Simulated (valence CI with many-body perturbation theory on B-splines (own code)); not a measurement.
E1 line list for Rb²³⁺

Calculated by configuration interaction combined with many-body perturbation theory (CI+MBPT): four valence electrons over a frozen Dirac-Fock core [Ne], a basis of 11 s, 11 p, 9 d, 7 f, 5 g, 2 h, 1 i functions for each j, with the one-electron correlation potential Σ1, the two-electron term Σ2, the three-electron term Σ3, Breit, model QED; selected CI, second order for the rest (own B-spline code, finite nucleus).

No measured levels were compared; by estimate levels of excited configurations hold to 0.05 to 0.15 % of their energy, terms of the ground configuration to about 0.5 %.

Lines 101 to 150 of 210 in falling wavelength, among levels below 196.67 eV, chosen from the strongest by gf and those to the six lowest levels. Wavelengths and rates use the calculated energies, so an error of 400 cm⁻¹ moves a line at 136.3 Å by 0.055 % and its rate by three times that or more. Electric multipoles are in the length gauge, E1 and E2 with the static RPA response of the core. Weak lines are less certain than strong ones. Lines between different terms over intervals too small for the method are left out, as are lines whose strength nearly cancels. Where a level lies close to another of its J and parity, the split of strength between their lines is uncertain. The highest levels of a list are the least certain.

Names give the largest LS component (configuration and term), which can be under half, so a name can repeat, a term be missing and a line seem to break the LS rules; names also repeat where a configuration has a term twice. Letters in brackets count levels of one name in rising energy.

```
λ vac (Å)              Upper          Lower   A (s⁻¹)  log gf  Branch %
    136.3   3s3p²3d ³F_2 [b]    3s3p³ ¹D°_2  3.20e+09   -1.35       4.8
    136.1        3s3p³ ¹P°_1    3s²3p² ¹D_2  5.84e+10   -0.31      44.1
    135.9       3s3p²3d ³G_3    3s3p³ ¹D°_2  9.27e+09   -0.75      27.3
    135.8       3s3p²3d ⁵P_3    3s3p³ ³D°_3  5.26e+09   -0.99       7.4
    135.3   3s3p²3d ³D_2 [c]  3s²3p3d ³F°_2  1.39e+10   -0.72      14.2
    135.2   3s3p²3d ³D_1 [c]    3s3p³ ³P°_2  5.28e+09   -1.36       5.2
    134.5   3s3p²3d ³F_3 [a]    3s3p³ ³D°_2  2.54e+09   -1.32       8.4
    134.4   3s3p²3d ³D_3 [b]    3s3p³ ³P°_2  2.13e+09   -1.39       1.9
    134.3       3s3p²3d ⁵P_2    3s3p³ ³D°_3  7.28e+09   -1.01       7.2
    134.2   3s3p²3d ³F_2 [c]  3s²3p3d ³F°_2  1.83e+10   -0.61      13.3
    133.1      3s²3p3d ³F°_3    3s²3p² ³P_2  7.28e+09   -0.87      99.2
    133.0      3s²3p3d ³F°_2    3s²3p² ³P_1  3.63e+09   -1.32      27.6
    132.8       3s3p²3d ³P_2    3s3p³ ³D°_3  2.40e+10   -0.50      23.4
    132.6        3s3p³ ³S°_1    3s²3p² ³P_1  2.82e+10   -0.65      21.9
    132.2       3s3p²3d ⁵F_3    3s3p³ ⁵S°_2  2.94e+09   -1.27      84.1
    129.1   3s3p²3d ³D_1 [a]    3s3p³ ¹D°_2  5.66e+09   -1.37       9.1
    128.9       3s3p²3d ⁵P_2    3s3p³ ³D°_2  4.12e+09   -1.29       4.1
    128.9   3s3p²3d ³P_1 [a]    3s3p³ ⁵S°_2  4.73e+08   -2.45       4.0
    128.6   3s3p²3d ³D_2 [c]    3s3p³ ³P°_2  1.84e+10   -0.64      18.8
    128.3   3s3p²3d ³P_0 [b]    3s3p³ ³P°_1  2.19e+10   -1.27      24.5
    127.7   3s3p²3d ³F_3 [b]    3s3p³ ¹D°_2  2.84e+10   -0.31      39.9
    127.7      3s²3p3d ³D°_2    3s²3p² ¹D_2  1.56e+10   -0.72      10.5
    127.6       3s3p²3d ³P_2    3s3p³ ³D°_2  3.35e+10   -0.39      32.7
    125.8   3s3p²3d ⁵D_2 [a]    3s3p³ ⁵S°_2  2.54e+09   -1.52      30.4
    125.8      3s²3p3d ³D°_3    3s²3p² ¹D_2  1.51e+10   -0.60      11.8
    125.6       3s3p²3d ³P_2    3s3p³ ³D°_1  1.52e+10   -0.75      14.9
    124.9   3s3p²3d ³D_1 [b]    3s3p³ ¹D°_2  3.50e+10   -0.61      32.3
    124.4      3s²3p3d ³P°_1    3s²3p² ¹D_2  3.48e+10   -0.62      30.1
    124.3   3s3p²3d ³F_2 [b]    3s3p³ ³D°_3  1.18e+10   -0.86      17.9
    124.1       3s3p²3d ⁵D_3    3s3p³ ⁵S°_2  7.70e+09   -0.91      87.7
    123.5       3s3p²3d ⁵D_1    3s3p³ ⁵S°_2  1.13e+09   -2.11       7.8
    123.3   3s3p²3d ⁵D_2 [b]    3s3p³ ⁵S°_2  2.99e+09   -1.47      20.1
    123.2  3s²3p3d ³P°_2 [a]    3s²3p² ³P_2  3.71e+10   -0.37      36.6
    123.1   3s3p²3d ³P_0 [c]    3s3p³ ³P°_1  8.00e+10   -0.74      78.6
    123.0   3s3p²3d ³D_3 [b]    3s3p³ ¹D°_2  4.96e+09   -1.10       4.4
    122.7   3s3p²3d ³D_1 [c]    3s3p³ ³P°_0  3.46e+10   -0.63      34.1
    122.5      3s²3p3d ³D°_1    3s²3p² ³P_2  4.13e+09   -1.55       3.3
    122.5   3s3p²3d ³D_2 [b]    3s3p³ ³P°_1  5.89e+10   -0.18      67.2
    122.3  3s²3p3d ³P°_2 [b]    3s²3p² ¹D_2  9.46e+10    0.03      85.2
    121.1   3s3p²3d ³P_1 [c]    3s3p³ ³P°_1  3.67e+10   -0.62      40.9
    120.5       3s3p²3d ³G_4    3s3p³ ³D°_3  4.02e+09   -1.10      15.3
    119.9        3s3p³ ³S°_1    3s²3p² ³P_0  2.07e+10   -0.87      16.1
    119.7   3s3p²3d ³F_2 [a]    3s3p³ ⁵S°_2  2.24e+09   -1.62      26.9
    119.6   3s3p²3d ³P_1 [c]    3s3p³ ³P°_0  2.71e+10   -0.76      30.2
    119.6   3s3p²3d ³D_3 [a]    3s3p³ ³D°_3  2.91e+10   -0.36      42.5
    119.5      3s²3p3d ¹P°_1    3s²3p² ¹S_0  1.09e+11   -0.16      95.7
    119.3        3s3p³ ¹P°_1    3s²3p² ³P_2  9.48e+06   -4.22       0.0
    119.3   3s3p²3d ³P_1 [b]    3s3p³ ³D°_1  6.56e+10   -0.38      61.4
    119.2  3s²3p3d ³P°_2 [a]    3s²3p² ³P_1  5.84e+10   -0.21      57.5
    118.5      3s²3p3d ³D°_1    3s²3p² ³P_1  1.59e+09   -2.00       1.3
```

Task: How does gf follow from A for the line at 136.1 Å?

Result: gf = 1.4992 × (2J+1)_upper × A / σ², with σ = 734889 cm⁻¹ and 2J+1 = 3: gf = 0.486.
